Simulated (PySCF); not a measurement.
An unknown shows these calculated signals:

1H NMR (300 MHz, computed): δ 6.79 (m, 3H), 6.46 (m, 3H), 6.35 (m, 3H).

13C{1H} NMR (computed): δ 140.7 (CH), 140.0 (CH2).

- coordinates at the GFN2-xTB level
- NMR shieldings at PBE0/pcSseg-1/GIAO
- run in PySCF
- single conformer, no relativistic terms, averaged over atoms made equivalent by symmetry, fast rotation or ring inversion, gas phase

Chemical shifts δ = σref − σ; 1H (σref 31.72), 13C (σref 186.93) vs TMS, all at this level.

Which of these does the molecule contain: a benzene ring, an OH group, a vinyl group CH=CH2, a methoxy group, a non-aromatic C=C double bond?

## Answers


- A benzene ring: no.
- An OH group: no.
- A vinyl group CH=CH2: yes (δC 140.0, 140.7; δH 6.46 (m), 6.79 (m), 6.35 (m)).
- A methoxy group: no.
- A non-aromatic C=C double bond: yes.

The data belong to SMILES C=CP(C=C)(=O)C=C, C6H9OP; they needn't prove each group on their own.

Carbon signals by region: 2 in the sp2 and nitrile region (100–160 ppm).

Splittings by 31P in the carbon and heteronuclear signals aren't shown, as no couplings were computed. Shifts are as computed. Against solution values, carbons near 30 ppm lie about +3 ppm off and those near 130 ppm about +5 ppm. Of 1211 compounds with measured shifts, 218 miss one by over three times the rms of a fit or turn the order of signals round; such compounds aren't used in these exercises. Multiplicities follow the n + 1 count of equivalent neighbours, as no J values were calculated; m marks all less simple cases, F and P coupling included.
